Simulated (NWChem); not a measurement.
System: hydronium (H3O cation); SMILES [OH3+]

```xyz
4

O      0.0000     0.0000     0.0788
H      0.6693     0.6693    -0.2074
H      0.2450    -0.9143    -0.2074
H     -0.9143     0.2450    -0.2074
```
Atoms are numbered in this order, from 1.

Results from NWChem. Geometry: optimised at B3LYP/6-31G* (spherical d). GIAO values for the isolated, static molecule; σ is the absolute isotropic shielding, δ = σ(reference) − σ with the isolated reference molecule computed at the same levels (1H: tetramethylsilane, 17O: water).

| level | δ O1 (ppm) | δ H2 (ppm) |
|---|---|---|
| PBE/pcSseg-1 | 37.1 | 7.44 |
| LDA (Slater exchange, VWN5)/pcSseg-1 | … | … |
| BHandHLYP/pcSseg-1 | 33.8 | 8.23 |

Problem. Fill in the missing entries.

Solution. 
- LDA (Slater exchange, VWN5)/pcSseg-1, δ O1 (ppm): 38.2
- LDA (Slater exchange, VWN5)/pcSseg-1, δ H2 (ppm): 7.35
